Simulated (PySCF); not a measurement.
## Electron correlation in Si⁺ (silicon, charge +1)

[Ne] 3s1 3p2, high-spin 4P determinant (an excited configuration). Calculation: PySCF 2.14, in aug-cc-pCVTZ-DK with one added diffuse shell each of s, p, d, f type (9s8p6d4f, 91 functions); the spin-free X2C one-electron Hamiltonian (Gaussian nucleus). Frozen: [Ne]; 3 electrons correlated.

MP2 pair energies summed by pair of shells (mhartree):

| pair | energy | share (%) |
| --- | --- | --- |
| 3p-3p | -6.17 | 61.3 |
| 3s-3p | -3.90 | 38.7 |

Total MP2 correlation energy: -10.07 mhartree.

Same-spin part -10.07 and opposite-spin part 0.00 mhartree; SCS-MP2 scales them by 1/3 and 6/5 to -3.36 mhartree.
